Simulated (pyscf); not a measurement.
H₃C–In(OH)–OH (SMILES [CH3][In]([OH])[OH]), singlet

Gas-phase minimum from PySCF at ωB97X-D3(BJ)/def2-SVP, one conformer. 

```
In
O 1 1.9917
H 2 0.9648 1 111.99
O 1 2.0000 2 108.57 3 -0.32
H 4 0.9636 1 114.36 2 179.40
C 1 2.1309 2 122.38 3 179.66
H 6 1.0986 1 109.13 2 5.09
H 6 1.0994 7 109.38 1 -120.77
H 6 1.0997 7 109.21 8 -119.03
```

Properties at ωB97X-D3(BJ)/def2-SVP:

| Item | Value |
|---|---|
| Harmonic wavenumbers, unscaled | 7, 112, 139, 148, 275, 344, 531, 616, 628, 724, 730, 775, 809, 1218, 1444, 1450, 3086, 3197, 3208, 3899, 3911 cm⁻¹ |
| Zero-point energy | 39.0 kcal/mol |
| Rotational symmetry number | 1 |
| Entropy of this conformer at 298 K and 1 atm, rigid rotor and harmonic oscillator, modes under 100 cm⁻¹ raised to 100 | 355.0 J/(mol K) |
| Dipole moment | 2.85 D |

Single-point totals, which compare only within one level:

| level | total energy (hartree) |
|---|---|
| ωB97X-D3(BJ)/def2-TZVP | -381.93462 |
| PBE/def2-TZVP | -381.60166 |
| r²SCAN/def2-TZVP | -381.78733 |
| B3LYP-D3(BJ)/def2-TZVP | -381.89624 |
| PBE0-D3(BJ)/def2-TZVP | -381.60573 |
| M06-2X/def2-TZVP | -381.66606 |
| ωB97M-D3(BJ)/def2-TZVP | -381.88401 |

The lowest mode is so soft that the shape along it may change with the basis. Soft torsions are taken as harmonic, which can shift the entropy by several J/(mol K). Elements past Kr carry the def2 core potentials, without spin-orbit coupling.
